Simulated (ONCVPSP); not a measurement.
## thulium ONCV: all-electron and pseudo phase curves

* Element: thulium
* Generator: ONCVPSP 4.0.1
* Type: optimised norm-conserving Vanderbilt (ONCV)
* Functional: PBE
* Relativity: scalar-relativistic
* Frozen core: [Kr] 4d10
* Valence charge: 23
* Reference configuration: 4f13 5s2 5p6 6s2
* Partial waves: 5s+6s: rc 2.30 bohr, ncon 4, nbas 8, qcut 4.6 1/bohr, 3 projectors, debl 3.3 Ha; 5p: rc 1.90 bohr, ncon 4, nbas 8, qcut 6.9 1/bohr, 2 projectors, debl 3.6 Ha; d scattering state at 0.38 Ha: rc 2.50 bohr, ncon 4, nbas 7, qcut 3.3 1/bohr, 2 projectors, debl 3 Ha; 4f: rc 1.35 bohr, ncon 5, nbas 9, qcut 10.7 1/bohr, 1 projector
* Local potential: polynomial inside 1.30 bohr (lpopt 5, dvloc0 6 Ha)
* Core correction: Teter function, fcfact 6, rcfact 1.4

In the d channel the program set the typed energies aside and used 0.050, 3.050 Ha.

The phase is arctan(r·R′/R) of the radial function R(r), unwrapped; energies in Ha, scanned from -3 to 5 Ha. A pole is an energy at which the radial function vanishes at the test radius. The pseudo phase is shifted by a multiple of π to meet the all-electron one at the reference energy, and phase errors are pseudo minus all-electron; the curves can meet again beyond the range given. Levels narrower than the energy grid can be missing from the lists of poles.

```tsv
channel	radius (bohr)	reference energy (Ha)	poles, all-electron	poles, pseudo	unbroken range about the reference energy with phases within 0.05 rad	phase error 1 Ha above the reference energy (rad)
s	2.33	-0.14	-1.86, 2.71	-1.86, 2.71	the whole range	-0.000
p	1.93	-0.99	-0.24	-0.24	the whole range	-0.000
d	2.54	0.05	0.62, 4.33	0.62, 4.37	the whole range	+0.003
f	1.37	-0.11	0.32	0.35	-0.5 to 0.8	+0.053
```

Phases in the d channel:

```csv
E (Ha),all-electron,pseudo
-2.98,1.375,1.375
-2.76,1.365,1.366
-2.54,1.354,1.355
-2.32,1.341,1.342
-2.10,1.326,1.326
-1.88,1.307,1.307
-1.66,1.283,1.284
-1.44,1.252,1.253
-1.22,1.209,1.210
-1.00,1.146,1.148
-0.78,1.044,1.046
-0.56,0.845,0.848
-0.34,0.364,0.367
-0.12,-0.576,-0.575
0.10,-1.162,-1.162
0.32,-1.404,-1.404
0.54,-1.535,-1.534
0.76,-1.627,-1.625
0.98,-1.709,-1.706
1.20,-1.801,-1.796
1.42,-1.930,-1.922
1.64,-2.163,-2.147
1.86,-2.701,-2.669
2.08,-3.608,-3.583
2.30,-4.127,-4.120
2.52,-4.346,-4.345
2.74,-4.460,-4.460
2.96,-4.530,-4.530
3.18,-4.578,-4.578
3.40,-4.614,-4.614
3.62,-4.643,-4.642
3.84,-4.667,-4.666
4.06,-4.689,-4.687
4.28,-4.708,-4.705
4.50,-4.727,-4.723
4.72,-4.746,-4.740
4.94,-4.766,-4.758
```
